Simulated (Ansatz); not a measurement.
Geometry optimisation, RKS PBE0-D4/def2-SVP (Ansatz 0.2.0).

The input (input.yaml):

```yaml
crystal:
  periodic: [false, false, false]
  atoms:
    - { symbol: C, position_ang: [-1.145, 1.0722, 0.5625] }
    - { symbol: Al, position_ang: [0.2492, -0.1111, -0.0575] }
    - { symbol: "N", position_ang: [1.3844, -0.9188, 1.2078] }
    - { symbol: C, position_ang: [0.5525, -0.4768, -1.9758] }
    - { symbol: O, position_ang: [-0.2642, 0.0226, -2.8054] }
    - { symbol: H, position_ang: [-1.1642, 1.2199, 1.6549] }
    - { symbol: H, position_ang: [-1.0172, 2.12, 0.0999] }
    - { symbol: H, position_ang: [-2.1382, 0.7279, 0.2301] }
    - { symbol: H, position_ang: [1.2684, -1.9343, 1.1971] }
    - { symbol: H, position_ang: [1.085, -0.6224, 2.189] }
    - { symbol: H, position_ang: [1.2547, -1.1563, -2.2821] }
basis:
  gaussian: { orbitals: def2-SVP }
hamiltonian:
  xc: pbe0
  dispersion: d4
relax:
  f_tol: 0.015
  max_steps: 40
output:
  orbitals: {}
```

Command:

```bash
$ ansatz run input.yaml --threads 2 --pin off --max-ram 3072MiB --backend cpu --events-out ev --progress --plain --runs-dir out
```

Question: Where does it end, and by what steps?

Answer: The forces met the threshold. After 9 steps the energy has fallen by 0.781 eV; H9 moved furthest, 0.61 Å.

| step | energy less start (eV) | largest force component (eV/Å) | accepted |
| --- | --- | --- | --- |
| 0 | 0.0000 | 4.935 | yes |
| 1 | -0.3096 | 2.527 | yes |
| 2 | -0.6213 | 0.641 | yes |
| 3 | -0.6820 | 1.216 | yes |
| 4 | -0.6806 | 0.903 | no |
| 5 | -0.7685 | 0.381 | yes |
| 6 | -0.7797 | 0.106 | yes |
| 7 | -0.7804 | 0.077 | yes |
| 8 | -0.7811 | 0.025 | yes |
| 9 | -0.7812 | 0.008 | yes |

```xyz
11
Properties=species:S:1:pos:R:3
C -1.199 1.177 0.549
Al 0.144 -0.136 0.039
N 1.109 -1.035 1.226
C 0.495 -0.530 -1.913
O -0.125 0.094 -2.750
H -1.178 1.419 1.623
H -1.067 2.115 -0.016
H -2.211 0.810 0.308
H 1.808 -1.734 0.999
H 1.047 -0.935 2.234
H 1.243 -1.302 -2.277
```

Whether the end is a true minimum wasn't checked by a vibrational analysis.

Time of the run: 31 s on 2 threads of Arm Neoverse V2, on a shared host, peak memory 0.22 GiB.
